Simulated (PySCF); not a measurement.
C₃F₅, doublet, at a GFN2-xTB geometry. Base run: M06/STO-3G (PySCF).

Here is a job for PySCF.
```python
from pyscf import gto, scf, dft

mol = gto.M(
    atom='''
F     2.088233   -0.843100    1.487142
C     1.349678   -0.211366    0.606089
F     2.108202    0.636485   -0.081847
C     0.073473   -0.391915    0.438488
C    -1.082823    0.040518   -0.349522
F    -1.284924    1.365193   -0.249932
F    -2.212674   -0.554445    0.036908
F    -0.925722   -0.228957   -1.655642
''',
    basis='sto-3g',
    charge=0,
    spin=1,
    verbose=3,
)

mf = dft.UKS(mol)
mf.xc = 'm06'
mf.kernel()
```

The base run was repeated with changes; each row names its change, and settings that it needs were set with it.

```
change                                     ΔE vs base (µEh)  grid points  electrons on the grid
-----------------------------------------  ----------------  -----------  ---------------------
base                                                    0.0       113664               62.99999
grids.level = 2                                        10.8        91648               62.99999
grids.atom_grid = (75, 302)                             0.0       113664               62.99999
grids.radi_method = mura_knowles                       10.0       108264               62.99999
grids.prune = dft.gen_grid.treutler_prune             -87.0        99408               62.99998
grids.prune = off                                       5.4       181200               62.99999
grids.level = 7                                        15.2       704464               63.00000
grids.level = 5                                        23.7       348328               63.00000
small_rho_cutoff = 0                                    0.0       113664               62.99999
grids.atom_grid = (99, 590)                             6.0       253672               63.00000
grids.atom_grid = (50, 194)                             611        52544               63.00003
```

Open shells are given as the SCF converged; they aren't shown to be the lowest states, and a large step between rows can be another state.
